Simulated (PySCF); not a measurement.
H6N3OTa, SMILES [NH2][Ta]([NH2])([NH2])=[O], multiplicity 1.

Geometry: PBE-D3(BJ)/def2-SVP. The multiplicity is an assumed one; no other spin state was optimised. The structure was generated by enumeration; whether it is a known compound was not checked. The def2 effective core potentials stand for the cores of Ta; spin–orbit coupling is left out. One conformer was computed; it need not be the lowest.

Level of theory: PBE-D3(BJ)/def2-SVP in PySCF.

Frequencies are harmonic and unscaled.

Modes within 1.5 cm⁻¹ of each other (mostly degenerate sets) share a row, with their intensities summed.

```
mode   ν (cm⁻¹)  IR (km/mol)  moving atoms (share of kinetic energy)
-----  --------  -----------  --------------------------------------
1           161          0.9                 N 53 %, H 34 %, Ta 12 %
2–3         168          2.0                  N 48 %, H 25 %, O 19 %
4–5         189          4.8                  N 40 %, H 28 %, O 28 %
6           205         12.8                                  H 93 %
7–8         330         25.2                          H 82 %, O 15 %
9           425         27.2                          H 81 %, N 19 %
10–11       453        427.0                          H 76 %, N 24 %
12–13       546          4.3                          H 78 %, N 21 %
14          563         16.7                          H 75 %, N 23 %
15–16       642        239.1                 N 71 %, H 15 %, Ta 13 %
17          653         29.2                          N 80 %, H 16 %
18          952        120.7                          O 90 %, Ta 9 %
19–20      1466         76.6                          H 90 %, N 10 %
21         1469          5.4                          H 90 %, N 10 %
22–23      3466        155.1                                  H 96 %
24         3470          5.9                                  H 96 %
25–27      3558         78.9                           H 92 %, N 8 %
```
